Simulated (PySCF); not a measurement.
**Polarisability and C₆ of Se²⁺ (selenium, charge +2)**

[Ar] 3d10 4s2 4p2, high-spin 3P determinant. Computed with PySCF 2.14 in aug-cc-pVQZ-PP with ECP10MDF, with a scalar-relativistic core potential. Coupled (time-dependent) response in atomic units; α is the mean over directions.

```json
{"method": "UHF", "mean α (bohr³)": "9.574", "α xx, yy, zz": "9.606, 9.558, 9.558", "C₆ (like pair)": "44.51", "S(−4)": "25.76"}
{"method": "PBE", "mean α (bohr³)": "9.353", "α xx, yy, zz": "9.203, 9.428, 9.428", "C₆ (like pair)": "43.22", "S(−4)": "23.78"}
{"method": "PBE0", "mean α (bohr³)": "9.353", "α xx, yy, zz": "9.274, 9.392, 9.392", "C₆ (like pair)": "43.23", "S(−4)": "23.77"}
```

S(−4) is the Cauchy moment in α(ω) = α(0) + S(−4) ω² + …

Spin-orbit coupling is absent.

α(iu) at PBE:

```tsv
u (hartree)	α(iu) (bohr³)
0	9.353
0.0500	9.294
0.100	9.121
0.200	8.496
0.300	7.635
0.500	5.808
0.750	4.022
1.00	2.863
1.50	1.639
2.00	1.071
3.00	0.5786
5.00	0.2603
```

A single London oscillator, α(iu) = α/(1 + u²/ω²), gives C₆ = (3/4) ω α². Matching the computed C₆ needs ω = 4 × 43.22 / (3 × 9.353²) = 0.659 hartree.

For an ion, C₆ is the dispersion term alone; charge-induced terms of lower order in 1/R come first.

The components differ because the open shell of this determinant is not spherical; for a pure term their mean is the scalar polarisability.

Energies and moments cover only the electrons outside the core potential.
